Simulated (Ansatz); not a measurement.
Born–Oppenheimer molecular dynamics of a periodic cell of 40 atoms, H9C6N5 (contents 2 N2 + 6 CH3CN, density as packed 0.79 g/cm³ with natural masses). It goes on from the last frame of an earlier run, with new velocities.

The calculation used DFT PBE, scalar-relativistic, plane waves, PAW (Ansatz 0.2.0). Settings: accuracy low, cutoff 420 eV, k mesh 1x1x1, fermi-dirac smearing 0.05 eV, no spin polarisation.

```json
{"ensemble": "NVT, Langevin thermostat", "time step": "0.5 fs", "steps asked": "390", "set temperature": "400 K", "friction": "0.02 /fs", "masses": "H 2.014 u", "seed": "714380"}
```

First frame:

```xyz
40
Lattice="8.6088 0.0000 0.0000 0.0000 8.6088 0.0000 0.0000 0.0000 8.6088" Properties=species:S:1:pos:R:3
N 2.834 8.754 -0.531
N 2.065 8.021 -0.757
N 4.130 4.200 0.064
N 4.010 5.255 0.330
C 5.162 5.388 4.612
C 5.393 6.311 3.541
N 5.414 7.074 2.671
H 4.996 4.336 4.279
H 5.928 5.579 5.363
H 4.180 5.652 5.065
C 4.806 1.746 2.000
C 5.922 2.145 2.926
N 6.677 2.691 3.656
H 3.854 2.212 2.383
H 5.109 2.288 1.033
H 4.687 0.679 1.721
C 7.773 5.457 9.562
C 9.052 5.604 10.244
N 10.106 5.582 10.759
H 6.936 6.124 9.922
H 7.849 5.604 8.474
H 7.425 4.448 9.740
C 0.472 9.082 3.311
C -0.006 8.188 4.417
N -0.577 7.531 5.202
H 0.653 8.515 2.427
H -0.194 9.918 3.053
H 1.521 9.315 3.592
C 6.328 1.727 6.899
C 7.292 2.203 7.799
N 8.019 2.672 8.546
H 5.552 2.448 6.678
H 6.892 1.519 5.981
H 5.857 0.888 7.294
C 1.258 3.716 5.804
C 2.279 2.946 5.136
N 3.059 2.141 4.754
H 1.232 3.474 6.867
H 1.462 4.760 5.570
H 0.248 3.422 5.338
```

(1) What does the run give?

(2) What happens to the structure?

(3) How do temperature and energy run in time?

## Answers

(1) All steps were run.

| Quantity | Value |
| --- | --- |
| steps done | 390 |
| time covered | 195 fs |
| mean temperature over the second half | 415 K |
| spread of the potential energy over the second half | 3.7 meV per atom |
| mean potential energy of the second half above the start | 6.6 meV per atom |

A run of 0.2 ps of so small a system gives no equilibrium averages. Limits of this set-up: coarse k mesh, low accuracy level.

(2) Mean squared displacements from the first frame to the last, about the centre of mass: N 0.43 Å², C 0.25 Å², H 1.39 Å². This is one draw of velocities; another would differ in detail.

(3) 
| time (fs) | T (K) | potential energy less start (eV) |
| --- | --- | --- |
| 0.0 | 390 | 0.000 |
| 6.5 | 398 | 0.010 |
| 13.0 | 342 | 0.342 |
| 19.5 | 419 | 0.035 |
| 26.0 | 353 | 0.277 |
| 32.5 | 372 | 0.306 |
| 39.0 | 440 | -0.047 |
| 45.5 | 370 | 0.291 |
| 52.0 | 375 | 0.138 |
| 58.5 | 344 | 0.293 |
| 65.0 | 393 | 0.042 |
| 71.5 | 340 | 0.240 |
| 78.0 | 387 | 0.406 |
| 84.5 | 419 | 0.282 |
| 91.0 | 403 | 0.462 |
| 97.5 | 410 | 0.648 |
| 104.0 | 488 | 0.174 |
| 110.5 | 418 | 0.169 |
| 117.0 | 359 | 0.422 |
| 123.5 | 440 | 0.004 |
| 130.0 | 327 | 0.350 |
| 136.5 | 363 | 0.269 |
| 143.0 | 373 | 0.380 |
| 149.5 | 432 | 0.503 |
| 156.0 | 479 | 0.178 |
| 162.5 | 425 | 0.351 |
| 169.0 | 452 | 0.115 |
| 175.5 | 361 | 0.350 |
| 182.0 | 390 | 0.309 |
| 188.5 | 362 | 0.382 |
| 195.0 | 496 | 0.047 |

Time of the run: 23 min on 1 thread of Arm Neoverse V1, with other jobs on the host, peak memory 0.59 GiB.
